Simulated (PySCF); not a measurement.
CH4AlBr, SMILES [CH3][AlH][Br].

The structure is a stationary point at B3LYP-D3(BJ)/def2-SVP. The geometry has at least one imaginary mode, so it is a saddle point at that level.

Computed with PySCF with C-PCM-B3LYP/def2-SVP.

The values are the electrostatic part of the solvation free energy, E(continuum) − E(gas) at the gas-phase geometry, in a cavity of scaled van der Waals radii (PySCF's table); cavitation and dispersion terms are not included. A continuum can't describe solvent molecules that bind to the metal. In vacuum the orbital gap is 6.21 eV. The dipole moment in vacuum is 1.81 D.

Q: Estimate the values in water (ε = 78.36), diethylether (ε = 4.24), 1-octanol (ε = 9.86). (An estimate is asked for; the answer gives what the named calculation found.)

A: 
```csv
solvent,ε,ΔG(elec) (kcal/mol),dipole (D),gap (eV)
water,78.36,-4.6,2.38,6.68
diethylether,4.24,-3.4,2.23,6.57
1-octanol,9.86,-4.1,2.32,6.63
```
